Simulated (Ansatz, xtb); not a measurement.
The molecule NH-, multiplicity 2 (lowest of 2S+1 = 2, 4 at CCSD(T)/def2-TZVPP on PBE0 minima; our sources give no spin for the ground state, which may be another).

The constants come from a fifth-degree fit in 1/R (seven points, main isotopes). Runs in def2 and cc sets follow the lowest solution found near the PBE0 minimum.

The values were computed with Ansatz (Gaussian basis) for Hartree–Fock, density functionals and correlated methods; xtb for the GFN methods. Values without a source in brackets are computed. The GFN methods have no spin term and hold the electronic entropy of 300 K.

| level | r_e (Å) | ω_e (cm⁻¹) | B_e (cm⁻¹) | α_e (cm⁻¹) |
|---|---|---|---|---|
| GFN1-xTB | 1.051 | 2957 | 16.2 | 0.83 |
| GFN2-xTB | 1.066 | 2778 | 15.8 | 0.98 |
| SVWN5/def2-TZVPP | 1.057 | 3055 | 16.0 | 0.68 |
| PBE/def2-TZVPP | 1.058 | 3015 | 16.0 | 0.71 |
| r2SCAN/def2-TZVPP | 1.048 | 3104 | 16.3 | 0.71 |
| B97M-V/def2-TZVPP | 1.045 | 3110 | 16.4 | 0.75 |
| B3LYP/def2-TZVPP | 1.048 | 3085 | 16.3 | 0.73 |
| PBE0/def2-TZVPP | 1.045 | 3149 | 16.4 | 0.70 |
| BHLYP/def2-TZVPP | 1.035 | 3225 | 16.7 | 0.72 |
| CAM-B3LYP/def2-TZVPP | 1.044 | 3147 | 16.5 | 0.70 |
| wB97X-V/def2-TZVPP | 1.046 | 3156 | 16.4 | 0.69 |
| wB97M-V/def2-TZVPP | 1.044 | 3139 | 16.4 | 0.71 |
| B2PLYP/def2-TZVPP | 1.044 | 3132 | 16.4 | 0.71 |
| CCSD/aug-cc-pVTZ | 1.039 | 3214 | 16.6 | 0.70 |
| CCSD/def2-TZVPP | 1.043 | 3138 | 16.5 | 0.74 |
| CCSD/aug-cc-pVQZ | 1.037 | 3232 | 16.7 | 0.70 |
| CCSD/def2-QZVPP | 1.038 | 3207 | 16.7 | 0.72 |
| CCSD(T)/aug-cc-pVTZ | 1.043 | 3171 | 16.5 | 0.71 |
| CCSD(T)/def2-TZVPP | 1.046 | 3101 | 16.4 | 0.74 |
| CCSD(T)/aug-cc-pVQZ | 1.041 | 3185 | 16.5 | 0.71 |
| CCSD(T)/def2-QZVPP | 1.041 | 3170 | 16.6 | 0.73 |
| CCSD(T)/CBS(aug-cc-pVTZ, aug-cc-pVQZ) | 1.041 | 3187 | 16.6 | 0.71 |
| CCSD(T)/CBS(def2-TZVPP, def2-QZVPP) | 1.041 | 3164 | 16.5 | 0.73 |

Correlated levels freeze the cores. CBS: X⁻³ extrapolation of the correlation energy, Hartree–Fock from the larger set.

Ansatz is a quantum-chemistry and plane-wave program.
